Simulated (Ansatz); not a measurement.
Input file for Ansatz (a program for electronic structure): R-PBE0/def2-TZVPPD on C2H9N (a complex), monomers drawn apart or pushed together. Files ending in .json are basis or fitting sets from the Basis Set Exchange.

Ansatz 0.2 input:
```yaml
crystal:
  periodic: [false, false, false]
  atoms:
    - {symbol: C, position_ang: [-0.00543151, -0.04465795, -0.38546212]}
    - {symbol: H, position_ang: [0.10063666, 0.34509718, -1.39671866]}
    - {symbol: H, position_ang: [-0.25792949, -1.10336403, -0.43294956]}
    - {symbol: H, position_ang: [0.93168140, 0.08321853, 0.15411926]}
    - {symbol: H, position_ang: [-0.79695280, 0.49801530, 0.12965853]}
    - {symbol: C, position_ang: [-0.16007351, 0.74023758, 3.07627198]}
    - {symbol: N, position_ang: [0.07480047, -0.69414909, 2.92068304]}
    - {symbol: H, position_ang: [0.22734476, 1.06566608, 4.04306106]}
    - {symbol: H, position_ang: [-1.23474482, 0.92985706, 3.07889388]}
    - {symbol: H, position_ang: [0.29110344, 1.37339807, 2.30010088]}
    - {symbol: H, position_ang: [1.06684680, -0.89833913, 2.92824344]}
    - {symbol: H, position_ang: [-0.28431745, -1.01946193, 2.03156331]}
basis:
  gaussian:
    orbitals: def2-TZVPPD.json
hamiltonian:
  xc: {name: PBE0}
scf: {lower_state_search: off}
```

The log:

```
WARN ansatz: RAYON_NUM_THREADS=1 ignored (pool sized by the plan → 1); use --threads N
Functional definition: PBE0
these checks for a lower state are left out or cut short: stability, starts, cluster_reference, orbital_swaps, neighbouring_geometries, increment
integrals: 0.13 GiB planned
1058 factors; their error is unknown
mean field: 1.43 GiB planned
mean field evaluation 1: about -3697.2047 eV, gradient 7.0e1 eV
mean field evaluation 2: about -3691.4566 eV, gradient 8.4e1 eV
mean field evaluation 4: about -3707.7046 eV, gradient 3.7e0 eV
mean field evaluation 8: about -3707.7337 eV, gradient 4.7e-2 eV
mean field evaluation 16: about -3707.7149 eV, gradient 1.4e-5 eV
mean field -3707.71494562 eV, -136.2560110720 hartree, gradient 2.5e-6 eV, S^2 0.000000; 0 other end points of the search recorded, 0 dependent functions left out
reference -3707.71497950 eV, -136.2560123172 hartree; 14, 14 occupied and 250, 250 virtual orbitals, 1058 factors
Total energy: -3707.71497950 eV, -136.2560123172 hartree
Checks for a lower state left out: stability, starts, cluster_reference, orbital_swaps, neighbouring_geometries, increment
```

The calculation finished and met its thresholds.

Cost: very roughly 3 core-seconds.
